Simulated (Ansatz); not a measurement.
A single point on H₇OSi₃, SMILES `[SiH3]O[SiH][SiH3]` radical.

```yaml
crystal:
  periodic: [false, false, false]
  atoms:
    - {symbol: Si, position_ang: [-1.775335, 1.202317, -0.080469]}
    - {symbol: O, position_ang: [-1.278075, -0.262895, 0.461022]}
    - {symbol: Si, position_ang: [-0.175708, -1.460869, 0.238346]}
    - {symbol: Si, position_ang: [1.969264, -0.652369, -0.238928]}
    - {symbol: H, position_ang: [-2.571098, 1.041426, -1.323763]}
    - {symbol: H, position_ang: [-2.610254, 1.825942, 0.973116]}
    - {symbol: H, position_ang: [-0.596097, 2.063037, -0.363861]}
    - {symbol: H, position_ang: [-0.221903, -2.326603, 1.453053]}
    - {symbol: H, position_ang: [2.517474, 0.255017, 0.809187]}
    - {symbol: H, position_ang: [2.867666, -1.830150, -0.378525]}
    - {symbol: H, position_ang: [1.939566, 0.088245, -1.528576]}
basis:
  gaussian: {orbitals: def2-TZVPP}
magnetization: {spin_polarized: true, initial_magnetization: 1}
hamiltonian: {xc: pbe}
correlation: {method: rpa}
```

```sh
$ ansatz run in.yaml --threads 4 --pin off --events-out ev --progress --plain
```

It prints (some lines left out):

```
Functional definition: PBE
1454 factors; integrals over basis functions are off by at most 1.2e-3 eV
mean field evaluation 1: about -25774.1519 eV, gradient 4.5e1 eV
mean field evaluation 2: about -25774.1330 eV, gradient 4.5e1 eV
mean field evaluation 4: about -25780.1809 eV, gradient 1.4e1 eV
mean field evaluation 8: about -25781.3530 eV, gradient 4.3e-1 eV
mean field evaluation 16: about -25781.3528 eV, gradient 2.4e-4 eV
mean field -25781.35277337 eV, -947.4472391930 hartree, gradient 6.3e-6 eV, S^2 0.752959; 0 other end points of the search recorded, 0 dependent functions left out
16 core orbitals not correlated: weight in the atoms' cores, before any rotation towards them, 1.000 or more for the frozen orbitals, at most 0.000 for the correlated occupied ones
reference -25736.06346367 eV, -945.7828877597 hartree; 13, 12 occupied and 226, 227 virtual orbitals, 1454 factors
Total energy: -25765.63882219 eV, -946.8697621383 hartree
```

Hardware: 4 threads of a server CPU on a shared host. Wall time 4.6 s, peak host memory 0.69 GiB.
